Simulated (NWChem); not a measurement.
C$_{2}$H$_{7}$BO; SMILES CBOC

```xyz
11

B     -0.4474     0.5334    -0.0002
H     -1.6496     0.3225     0.0005
C      0.1372     1.9854    -0.0001
H     -0.2326     2.5410     0.8790
H     -0.2345     2.5428    -0.8772
H      1.2364     2.0121    -0.0011
O      0.3876    -0.5243     0.0000
C     -0.0539    -1.8562     0.0000
H      0.3317    -2.3710    -0.8940
H      0.3400    -2.3735     0.8887
H     -1.1549    -1.9217     0.0050
```
Atoms are numbered in this order, from 1.

All runs: NWChem. Medium grid unless said otherwise, to which SCAN and Minnesota functionals are sensitive. Structure relaxed at the PBE0/def2-SVP level. Hybrids' shares of exact exchange are those that their runs print; pure functionals count as 0. The functionals differ in more than this share.

```
row                                   share of exact exchange  orbital gap (eV)
------------------------------------  -----------------------  ----------------
PBE/def2-SVP                                             0.00              6.16
LDA (Slater exchange, VWN5)/def2-SVP                     0.00              6.00
TPSSh/def2-SVP                                           0.10              7.52
B3LYP/def2-SVP                                           0.20          withheld
M06-2X/def2-SVP                                          0.54             11.09
```

Fit a straight line of the last column on the one before it, predict the withheld value, and compare with the run.


1. Means of the 4 shown rows: x = 0.160, y = 7.692. Slope Σ(x − x̄)(y − ȳ)/Σ(x − x̄)² = 1.817/0.1992 = 9.123; intercept 6.233.
2. The shown rows scatter about the line by 0.226 (root mean square); the largest residual is +0.37, at TPSSh/def2-SVP.
3. At x = 0.20 (B3LYP/def2-SVP; inside the shown range) the line gives 8.06.
4. The run gives 8.25, +0.19 from the line, 0.8 times the scatter.
